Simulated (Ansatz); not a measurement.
Al₈As₇H₂₂, a nanocrystal cut from wurtzite AlAs (hydrogen-capped). The state is a doublet with charge 0. Geometry PBE-D4/def2-SVP; atoms count from 1.

```tsv
atom	x (Å)	y (Å)	z (Å)
As1	-1.7475	-3.7683	0.7061
Al2	0.1992	-4.2949	-0.8076
Al3	-2.0483	-1.4294	1.5893
As4	0.3000	-0.5673	1.8160
As5	0.2873	-1.9442	-1.8374
Al6	1.8449	-1.2333	0.0021
Al7	0.1730	1.9018	2.2612
As8	2.5542	2.6805	2.0071
As9	2.1934	0.9115	-1.2599
Al10	4.0811	1.5173	0.3725
As11	-2.9116	-0.2492	-0.3935
Al12	-1.9641	-1.0315	-2.5814
Al13	-3.3224	2.2002	0.0724
As14	-0.8736	2.8066	0.2226
Al15	0.6159	2.8298	-1.7965
H16	-1.7481	-4.7696	1.8573
H17	-3.0701	-4.1702	0.0647
H18	1.4238	-4.4818	0.2107
H19	-0.1784	-5.2920	-2.0048
H20	-2.8460	-1.3781	2.9703
H21	0.8624	-1.1985	3.0854
H22	1.2327	-2.1122	-3.0257
H23	3.1153	-2.1411	0.2854
H24	-0.4432	2.2246	3.6973
H25	3.2434	2.7179	3.3678
H26	2.5026	4.1807	1.7450
H27	2.9391	0.4450	-2.5090
H28	4.5446	0.2038	1.1673
H29	5.0512	2.5194	-0.4180
H30	-4.3081	-0.8723	-0.4398
H31	-2.7018	-2.4164	-2.9516
H32	-1.7136	0.1488	-3.6270
H33	-3.9455	2.3203	1.5472
H34	-3.9658	2.8901	-1.2224
H35	-0.8677	4.2883	0.6039
H36	-0.1453	2.4990	-3.1603
H37	1.6370	4.0647	-1.6167
```

Single mean-field runs in def2-TZVP are fitted with def2-universal-jkfit.

**Question.** Estimate the Mulliken populations of the heavy atoms from the PBE0/def2-TZVP orbitals of Ansatz.

**Answer.** 
```json
{"atom": "As1", "charge (e)": "-0.21", "spin (α − β)": "0.00"}
{"atom": "Al2", "charge (e)": "0.26", "spin (α − β)": "0.06"}
{"atom": "Al3", "charge (e)": "0.32", "spin (α − β)": "0.00"}
{"atom": "As4", "charge (e)": "-0.33", "spin (α − β)": "0.01"}
{"atom": "As5", "charge (e)": "-0.27", "spin (α − β)": "0.36"}
{"atom": "Al6", "charge (e)": "0.33", "spin (α − β)": "0.06"}
{"atom": "Al7", "charge (e)": "0.32", "spin (α − β)": "0.00"}
{"atom": "As8", "charge (e)": "-0.21", "spin (α − β)": "0.00"}
{"atom": "As9", "charge (e)": "-0.27", "spin (α − β)": "0.36"}
{"atom": "Al10", "charge (e)": "0.26", "spin (α − β)": "0.06"}
{"atom": "As11", "charge (e)": "-0.34", "spin (α − β)": "0.00"}
{"atom": "Al12", "charge (e)": "0.22", "spin (α − β)": "-0.01"}
{"atom": "Al13", "charge (e)": "0.25", "spin (α − β)": "0.00"}
{"atom": "As14", "charge (e)": "-0.34", "spin (α − β)": "0.00"}
{"atom": "Al15", "charge (e)": "0.22", "spin (α − β)": "-0.01"}
```
Mulliken values and Mayer orders depend strongly on the basis.

**Question.** Where does the spin sit?

**Answer.** Summed by element: As 0.75, Al 0.15, H 0.11, of 1 unpaired in all. Largest on single atoms: As9 0.36, As5 0.36, Al6 0.06.

**Question.** And the Mayer bond orders between bonded heavy atoms (over 0.3)?

**Answer.** As1–Al2 0.71 (2.52 Å); As1–Al3 0.72 (2.52 Å); Al2–As5 0.63 (2.57 Å); Al3–As4 0.74 (2.51 Å); Al3–As11 0.85 (2.46 Å); As4–Al6 0.82 (2.47 Å); As4–Al7 0.74 (2.51 Å); As5–Al6 0.68 (2.51 Å); As5–Al12 0.64 (2.54 Å); Al6–As9 0.68 (2.51 Å); Al7–As8 0.72 (2.52 Å); Al7–As14 0.85 (2.46 Å); As8–Al10 0.71 (2.52 Å); As9–Al10 0.63 (2.57 Å); As9–Al15 0.64 (2.54 Å); As11–Al12 0.75 (2.51 Å); As11–Al13 0.69 (2.53 Å); Al13–As14 0.69 (2.53 Å); As14–Al15 0.75 (2.51 Å).
